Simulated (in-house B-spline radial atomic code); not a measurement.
# Binding energies in the strontium ion Sr¹³⁺

NIST's tabulated ground configuration is [Ar] 3d7; each binding energy is the energy of the ion with one electron taken from that subshell, relaxed, less that of the parent. Level of theory: Dirac-Hartree-Fock, average of configuration, Fermi nucleus of rms radius 4.224 fm; calculated with a B-spline radial code for spherical atoms. Energies include first-order Breit, QED and recoil terms.

```tsv
subshell	X-ray name	binding energy (eV)	-ε (eV)	relaxation (eV)
1s	K	16468.3	16549.3	41.6
2s	L1	2580	2599.8	16.1
2p1/2	L2	2367.4	2389.4	18.4
2p3/2	L3	2299.9	2320.3	17.9
3s	M1	679.1	682.2	2.5
3p1/2	M2	599.6	602.8	2.6
3p3/2	M3	587.9	590.8	2.5
3d	M4,5	458	461.1	3.1
```

Relaxation = -ε minus the binding energy without Breit, QED and recoil terms.

Emission lines follow as differences of binding energies, with λ = 12398.42 eV·Å / E:

```
 line       holes  energy (eV)  wavelength (Å)
 K-L3  1s → 2p3/2      14168.4         0.87508
 K-L2  1s → 2p1/2      14100.9         0.87926
 K-M3  1s → 3p3/2      15880.4         0.78074
L1-M3  2s → 3p3/2       1992.1          6.2238
L3-M1  2p3/2 → 3s       1620.8          7.6496
```

(1) What screening constant σ does Moseley's law, E = (3/4)·13.6057 eV·(Z - σ)², need for K-L3?

(2) What does it cost to remove both a 2p3/2 and a 2p1/2 electron?

(3) What does it cost to remove two 3p1/2 electrons?

(4) What does it cost to remove two 1s electrons?

## Answers

(1) σ = 0.74.

(2) 4791.3 eV, which is 123.9 eV more than the two single binding energies together.

(3) 1247.1 eV, which is 47.81 eV more than the two single binding energies together.

(4) 33531 eV, which is 594.5 eV more than the two single binding energies together.
